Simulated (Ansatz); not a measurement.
A nudged elastic band was laid between two geometries of CH$_{6}$BFSi$_{2}$ (11 atoms, charge 0, multiplicity 1).

Method: RKS PBE-D4/def2-SVP (Ansatz).

```
movable images  : 8
climbing image  : no
spring          : 5.0 eV/Å²
optimiser       : quadratic models (default)
start path      : IDPP
force threshold : 0.05 eV/Å
iteration limit : 31
end points      : relaxed
```

Initial state:

```xyz
11
Properties=species:S:1:pos:R:3
F -2.432 1.381 -0.378
Si -0.838 1.356 -0.768
C 0.286 -0.308 -1.393
B 0.410 0.163 0.015
Si 0.631 -0.773 1.764
H -0.720 2.222 -1.985
H 0.315 0.316 -2.315
H 0.303 -1.379 -1.677
H 0.968 -2.235 1.602
H 1.752 -0.129 2.543
H -0.612 -0.670 2.612
```

Final state:

```xyz
11
Properties=species:S:1:pos:R:3
F -0.856 2.686 0.133
Si -0.013 1.599 -0.762
C -0.602 -0.357 -1.273
B 0.382 -0.158 -0.172
Si 0.686 -1.070 1.577
H 0.077 2.205 -2.129
H -0.593 0.120 -2.280
H -1.386 -1.140 -1.247
H 2.158 -1.352 1.757
H 0.257 -0.204 2.735
H -0.045 -2.386 1.682
```

Question: Which bonds break or form, and what moves?

Answer: No bond is made or broken. The dihedral Si2–B4–Si5–H11 goes from 11 to 135°. The two ends are copies of one structure, up to a mirror image or an exchange of like atoms.

Question: Give the energies along the band, and the barrier.

Answer: The forces met the threshold. The highest image is number 4 of 0 to 9, 0.6 kcal/mol above the ends, which have the same energy within 2 meV. No image climbed, so the highest image needn't sit at the top of the path.

| image | path coordinate (Å) | energy (kcal/mol) | dihedral Si2–B4–Si5–H11 (°) |
| --- | --- | --- | --- |
| 0 | 0.00 | 0.0 | 11 |
| 1 | 0.49 | 0.1 | 25 |
| 2 | 0.98 | 0.2 | 39 |
| 3 | 1.47 | 0.4 | 53 |
| 4 | 1.95 | 0.6 | 67 |
| 5 | 2.44 | 0.6 | 81 |
| 6 | 2.93 | 0.4 | 95 |
| 7 | 3.42 | 0.2 | 109 |
| 8 | 3.91 | 0.0 | 122 |
| 9 | 4.39 | 0.0 | 135 |

Question: What is the geometry of the highest image?

Answer: 
```xyz
11
Properties=species:S:1:pos:R:3
F -1.663 2.289 -0.008
Si -0.381 1.572 -0.740
C -0.230 -0.434 -1.362
B 0.436 -0.013 -0.096
Si 0.714 -0.910 1.670
H -0.249 2.262 -2.063
H -0.194 0.093 -2.343
H -0.717 -1.420 -1.496
H 1.599 -2.123 1.529
H 1.350 0.004 2.683
H -0.601 -1.378 2.246
```

Time of the run: 3.9 min on 2 threads of Intel(R) Xeon(R) Processor @ 2.50GHz (Skylake/Cascade Lake), on a shared host, peak memory 0.16 GiB.
